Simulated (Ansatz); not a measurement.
Br4Ti (SMILES [Br][Ti]([Br])([Br])[Br]), singlet, at a GFN2-xTB geometry (such geometries of metal compounds can be far from the true shape); HF/3-21G run with Ansatz (an electronic-structure program).

The Ansatz input:
Ansatz 0.2 input:
```yaml
crystal:
  periodic: [false, false, false]
  atoms:
    - {symbol: Ti, position_ang: [0.00000000, -0.00000000, -0.00000000]}
    - {symbol: Br, position_ang: [1.83794983, -0.53139887, -1.35186813]}
    - {symbol: Br, position_ang: [0.72230671, 0.33639849, 2.20297545]}
    - {symbol: Br, position_ang: [-1.01547847, 1.95528935, -0.79601435]}
    - {symbol: Br, position_ang: [-1.54477807, -1.76028897, -0.05509298]}
basis:
  gaussian:
    orbitals: 3-21G.json
hamiltonian:
  xc: hf
```
The basis file holds 3-21G in the JSON format of the Basis Set Exchange.

Output, abridged:

```
Functional definition: HF
1046 factors; integrals over basis functions are off by at most 4.1e-4 eV
mean field evaluation 1: about -301619.7048 eV, gradient 4.7e1 eV
mean field evaluation 2: about -301619.7153 eV, gradient 4.7e1 eV
mean field evaluation 4: about -301624.0323 eV, gradient 5.4e1 eV
mean field evaluation 8: about -301630.7799 eV, gradient 3.0e-1 eV
mean field evaluation 16: about -301621.5766 eV, gradient 2.4e0 eV
mean field evaluation 32: about -301620.0758 eV, gradient 2.8e0 eV
mean field -301630.78197866 eV, -11084.7267850284 hartree, gradient 1.3e-5 eV, S^2 0.000000; 0 other end points of the search recorded, 0 dependent functions left out
reference -301630.78197866 eV, -11084.7267850284 hartree; 81, 81 occupied and 40, 40 virtual orbitals, 1046 factors
Total energy: -301630.78197866 eV, -11084.7267850284 hartree
```
